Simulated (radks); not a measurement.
Values are calculated unless marked as measured or tabulated.
Kr2+, 34 electrons, occupied as [Ar] 3d10 4s2 4p3 6s1 (not the ground configuration).

Level of theory: scalar-relativistic Kohn-Sham, PBEsol, spin-polarised, spherical densities, point nucleus; open shells are filled with parallel spins first (a radial shooting solver on a logarithmic mesh with Libxc functionals).

Energy parts (eV):
| part | energy |
|---|---|
| total | -75814.078 |
| kinetic | 77545.939 |
| electron-nucleus | -181773.726 |
| Hartree | 30961.717 |
| exchange-correlation | -2548.008 |

Orbitals (lengths in bohr, moments of r in powers of bohr; <r^-3> diverges for s and p1/2; r(max) is where P^2 peaks; r(90%) holds 90 % of the orbital's charge):
\begin{tabular}{lrrrrrr}
orbital & occ. & eigenvalue (eV) & r(max) & <r^-3> & r(90%) & <r> \\ \hline
1s up & 1 & -14184.57 & 0.02709 & - & 0.0742 & 0.04151 \\
1s down & 1 & -14184.27 & 0.02709 & - & 0.0742 & 0.04151 \\
2s up & 1 & -1898.945 & 0.1543 & - & 0.284 & 0.1836 \\
2s down & 1 & -1898.767 & 0.1543 & - & 0.284 & 0.1836 \\
2p up & 3 & -1683.655 & 0.1234 & 1494 & 0.261 & 0.1602 \\
2p down & 3 & -1683.374 & 0.1234 & 1494 & 0.261 & 0.1602 \\
3s up & 1 & -298.9929 & 0.4671 & - & 0.789 & 0.5306 \\
3s down & 1 & -298.6198 & 0.4672 & - & 0.788 & 0.5303 \\
3p up & 3 & -230.4398 & 0.4631 & 222.1 & 0.824 & 0.5407 \\
3p down & 3 & -230.0135 & 0.4633 & 222.3 & 0.823 & 0.5401 \\
3d up & 5 & -116.8674 & 0.4105 & 26.98 & 0.909 & 0.5550 \\
3d down & 5 & -116.3319 & 0.4105 & 27.11 & 0.903 & 0.5523 \\
4s up & 1 & -55.7375 & 1.304 & - & 2.14 & 1.467 \\
4s down & 1 & -52.0673 & 1.292 & - & 2.14 & 1.464 \\
4p up & 3 & -39.9958 & 1.453 & 25.19 & 2.44 & 1.659 \\
4p down & 0 & -36.2984 & 1.445 & 25.22 & 2.49 & 1.674 \\
6s up & 1 & -8.2694 & 6.717 & - & 9.15 & 6.639 \\
\end{tabular}

The highest occupied level is 6s up at -8.269 eV. The configuration is held as typed, so some empty levels lie below it. Summed over all electrons, <r^2> = 69.88 bohr^2, which gives a Langevin (diamagnetic) susceptibility term of -55.3 x 10^-6 cm^3/mol. The density falls to 0.001 e/bohr^3 at r = 3.36 bohr. Spin moment in Bohr magnetons: 4.
